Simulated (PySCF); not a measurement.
A structure optimised at B3LYP-D3(BJ)/def2-SVP, used in a PySCF frequency run:

```xyz
12

C      0.0352    -2.1526     0.0000
C      0.0558    -0.8089     0.0000
C      1.1972     0.1004     0.0000
C      0.7159     1.3612     0.0000
O     -0.6329     1.4575     0.0000
C     -1.1559     0.1128     0.0000
H      0.9631    -2.7288     0.0000
H     -0.9041    -2.7113     0.0000
H      2.2454    -0.1899     0.0000
H      1.2460     2.3143     0.0000
H     -1.7883    -0.0109    -0.8944
H     -1.7883    -0.0109     0.8944
```

Task: Write its SMILES, formula and point group.

Result: C=C1C=COC1, C5H6O, Cs

Task: What are its rotational constants (standard atomic weights)?

Result: 8.1146, 3.5608, 2.5145 GHz
